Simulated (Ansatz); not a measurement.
Bond stretch in SBe, lowest triplet found (which spin is the ground state isn't settled by this scan).

Level of theory: full CI/cc-pVDZ, frozen core (Ansatz, a quantum-chemistry and plane-wave program).

Task: Relative to R = 1.93 Å, what are the energies at R = 1.76, 2.04, 3.54, 3.97 Å?

Result: 28.1 kJ/mol at 1.76 Å, 6.4 kJ/mol at 2.04 Å, 198.9 kJ/mol at 3.54 Å, 200.0 kJ/mol at 3.97 Å.

The scan ran from 1.46 to 6.86 Å; beyond the distances shown full CI changes its symmetry label.
